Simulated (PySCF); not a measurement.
Some computed properties have been withheld. Give your best values.

Species: C₂H₇BN₂.
Geometry (PBE0-D3(BJ)/def2-SVP, Å), atoms numbered from 1 in this order:
```xyz
12
C2H7BN2 angstrom
B     -0.942    1.064   -0.142
N      0.464    1.180   -0.228
C      1.115   -0.101   -0.036
C     -0.049   -1.103    0.184
N     -1.248   -0.293    0.106
H     -1.738    1.963   -0.260
H      1.019    2.005   -0.388
H      1.798   -0.093    0.833
H      1.724   -0.392   -0.912
H      0.047   -1.609    1.163
H     -0.035   -1.898   -0.584
H     -2.152   -0.725    0.212
```

```csv
property,level,value
point group,PBE0-D3(BJ)/def2-SVP,?
"rotational constants A, B, C",PBE0-D3(BJ)/def2-SVP,"7.793, 7.365, 3.975 GHz"
dipole moment,CAM-B3LYP/def2-SVPD,?
HOMO energy,CAM-B3LYP/def2-SVPD,-7.37 eV
LUMO energy,CAM-B3LYP/def2-SVPD,1.21 eV
lowest singlet excitation,TDDFT CAM-B3LYP/def2-SVPD,"5.55 eV (223 nm, f = 0.000)"
strongest line among the 10 lowest singlet transitions,TDDFT CAM-B3LYP/def2-SVPD,"S10 at 8.78 eV (141 nm, f = 0.132)"
lowest triplet excitation (Tamm–Dancoff),TDA CAM-B3LYP/def2-SVPD,5.42 eV
static isotropic polarisability,CAM-B3LYP/def2-SVPD,51.9 au
vertical ionisation energy,ΔSCF CAM-B3LYP/def2-SVPD,?
electronic spatial extent ⟨r²⟩ about the centre of nuclear charge,CAM-B3LYP/def2-SVPD,?
13C chemical shifts (computed TMS as zero) by class,GIAO KT2/pcSseg-2,48.4 (C3/C4) ppm
1H chemical shifts (computed TMS as zero) by class,GIAO KT2/pcSseg-2,"4.13 (H6), 3.73 (H8/H9/H10/H11), 2.49 (H7/H12) ppm"
"isotropic shieldings of nuclei other than C and H, by class",GIAO KT2/pcSseg-2,"78 (B1), 179 (N2/N5) ppm"
largest of the computed one-bond spin–spin couplings (means over like bonds),"B3LYP/pcJ-1, spin–dipole term left out for some pairs","11B–1H +151.9 (B1–H6), 13C–1H +142.3 (C3–H8 and 3 like it), 15N–1H -94.3 (N2–H7 and 1 like it), 13C–13C +38.2 (C3–C4), 15N–11B -32.0 (N2–B1 and 1 like it), 15N–13C -9.9 (N2–C3 and 1 like it) Hz"
core binding energies,"ΔSCF SCAN, pcX-2 on the ionised atom, pcseg-1 elsewhere, spin-free X2C",?
```

Electronic properties: PySCF, gas phase, density fitting.

Q: The point group?

A: C2v.

Q: Give the electronic spatial extent ⟨r²⟩ about the centre of nuclear charge.

A: 358 bohr².

Q: Give the core binding energies.

A: B1s 195.2 (B1), C1s 291.5 (C3/C4), N1s 404.4 (N2/N5) eV.

Q: What is the dipole moment?

A: 1.27 D.

Q: Give the vertical ionisation energy.

A: 8.24 eV.

In atomic units the dipole is 0.50 e·bohr (1 au = 2.5417 D). The largest Löwdin shares of the HOMO are 0.33 on N5, 0.33 on N2, 0.06 on C4 and 0.06 on C3. With B = h/(8π²I), that is 505.379 GHz u Å² over I, the principal moments of inertia are 64.9, 68.6 and 127.1 u Å² (most abundant isotopes); the inertial defect Ic − Ia − Ib is -6.4 u Å² (zero for a rigid planar frame, negative otherwise). No computed singlet falls in the visible range (750 to 380 nm, 1.65 to 3.26 eV); S1 lies 2.29 eV above its blue end. In wavenumbers S1 is 44700 cm⁻¹ (1 eV = 8065.54 cm⁻¹).
